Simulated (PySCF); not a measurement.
## Rhodium: highly charged ions in a basis for the neutral atom

Rh¹⁰⁺ [Ar] 3d10 4s2 4p5, Rh¹¹⁺ [Ar] 3d10 4s2 4p4. Calculation: PySCF 2.14, in x2c-TZVPall; the spin-free X2C one-electron Hamiltonian (Gaussian nucleus). No spin-orbit coupling, so a gap to NIST mixes the basis error with missing relativistic terms.

Changed run: basis of the neutral atom used for a highly charged ion. This setting is unsound on purpose.

```csv
species,method,sound run (hartree),changed run (hartree),converged
Rh¹⁰⁺,UHF,not run,-4752.08678,yes
Rh¹⁰⁺,M06-L,not run,-4753.92262,yes
Rh¹⁰⁺,BP86,not run,-4754.51626,yes
Rh¹¹⁺,UHF,not run,-4743.65901,yes
Rh¹¹⁺,M06-L,not run,-4745.45419,yes
Rh¹¹⁺,BP86,not run,-4746.02676,yes
```

Ionisation energy of Rh¹⁰⁺:

```tsv
method	changed run (eV)	NIST (eV)
UHF	229.33	228 ± 2.4
M06-L	230.44	228 ± 2.4
BP86	231.01	228 ± 2.4
```

The contracted functions were made for the neutral atom and can be too rigid for a highly charged ion.
